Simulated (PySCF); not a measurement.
C₆H₁₁BO₃.
SMILES with atom numbers: `[CH3:1][CH:2]([CH3:3])[O:4][C:5]1=[CH:6][O:7][BH2-:8][O+:9]=[CH:10]1` (hydrogens: H11, H12, H13 on C1; H14 on C2; H15, H16, H17 on C3; H18 on C6; H19, H20 on B8; H21 on C10)

All values: PBE0/pcSseg-1 (PySCF, non-relativistic), on one gas-phase PBE0-D3(BJ)/def2-SVP geometry that isn't relaxed in the solvent. The solvent is an IEF-PCM continuum (cavity from Bondi-type radii × 1.2). The model holds no explicit solvent molecules, cavitation or dispersion.

Gas phase at PBE0/pcSseg-1: HOMO -7.04 eV, LUMO -2.41 eV, dipole 4.63 D.

Q: What does the continuum do to the energy, the frontier levels and the dipole at PBE0/pcSseg-1 in chloroform and acetonitrile?

A: 
| solvent | ε | E(solvent) − E(gas) (kcal/mol) | polarisation term (kcal/mol) | distortion of the solute (kcal/mol) | HOMO (eV) | LUMO (eV) | dipole (D) |
| --- | --- | --- | --- | --- | --- | --- | --- |
| chloroform | 4.711 | -5.27 | -5.90 | 0.63 | -7.06 | -2.31 | 5.43 |
| acetonitrile | 35.69 | -7.23 | -8.42 | 1.19 | -7.07 | -2.28 | 5.71 |

The polarisation term is half the interaction of the solute with the surface charges that it induces; the rest is the cost of distorting the solute's density. The sum is the electrostatic part of solvation alone. From chloroform to acetonitrile the lowering changes by a factor 1.37, Onsager's factor (ε − 1)/(2ε + 1) by 1.35 and ε itself by 7.6.

Q: Which radius a makes the point-dipole formula ΔE = −[(ε − 1)/(2ε + 1)]·μ²/a³ give the value in acetonitrile, with the gas-phase dipole?

A: μ = 1.820 au and |ΔE| = 0.01152 Eh give a = 2.73 Å; the farthest nucleus lies 4.51 Å from the centroid of the nuclei, so such a sphere wouldn't even hold the nuclei. The formula assumes a rigid point dipole at the centre of a sphere.

Q: Which Hirshfeld charges (PBE0/pcSseg-1) respond most in acetonitrile (means over atoms taken as equivalent)?

A: 
```tsv
atoms	environment	gas (e)	solvent (e)	change
O7/O9	oxygen bonded to B and C	-0.107	-0.123	-0.016
H18/H21	hydrogen on carbon	+0.074	+0.089	+0.015
H19/H20	B–H hydrogen	-0.099	-0.110	-0.011
B8	four-coordinate boron	+0.046	+0.036	-0.010
C6/C10	carbon bonded to C, O and H	+0.116	+0.124	+0.008
H14	methine hydrogen	+0.031	+0.038	+0.007
O4	ether oxygen	-0.127	-0.134	-0.007
C5	vinylic carbon bearing oxygen	+0.016	+0.021	+0.005
C2	sp3 carbon bound to oxygen	+0.051	+0.052	+0.001
H11 (×6)	methyl hydrogen	+0.044	+0.045	+0.001
C1/C3	methyl carbon	-0.122	-0.123	-0.001
```

Q: Which Mayer bond orders change most in acetonitrile?

A: 
```tsv
bond	length (Å)	gas	solvent	change
O9–C10	1.270	1.397	1.359	-0.038
C6–O7	1.269	1.405	1.368	-0.037
O7–B8	1.533	0.664	0.685	+0.021
B8–O9	1.530	0.669	0.689	+0.020
C2–O4	1.435	0.843	0.827	-0.016
C5–C6	1.400	1.365	1.377	+0.012
C10–C5	1.399	1.367	1.379	+0.012
B8–H20	1.209	0.988	0.977	-0.011
```

Q: How do the nuclear quadrupole coupling constants eQVzz/h respond in acetonitrile?

A: 
```json
{"nucleus": "17O at O4", "Q (barn)": "-0.0256", "gas (MHz)": "-11.94", "solvent (MHz)": "-11.90", "η gas": "0.97", "η solvent": "0.98"}
{"nucleus": "17O at O7", "Q (barn)": "-0.0256", "gas (MHz)": "-7.09", "solvent (MHz)": "-7.18", "η gas": "0.76", "η solvent": "0.64"}
{"nucleus": "11B at B8", "Q (barn)": "0.04059", "gas (MHz)": "-2.73", "solvent (MHz)": "-2.52", "η gas": "0.74", "η solvent": "0.76"}
{"nucleus": "17O at O9", "Q (barn)": "-0.0256", "gas (MHz)": "-7.15", "solvent (MHz)": "-7.24", "η gas": "0.73", "η solvent": "0.61"}
```

The values belong to the conformer `[CH3:1][CH:2]([CH3:3])[O:4][C:5]1=[CH:6][O:7][BH2-:8][O+:9]=[CH:10]1`: C1–C2–O4–C5 166°, C2–O4–C5–C6 -93°.
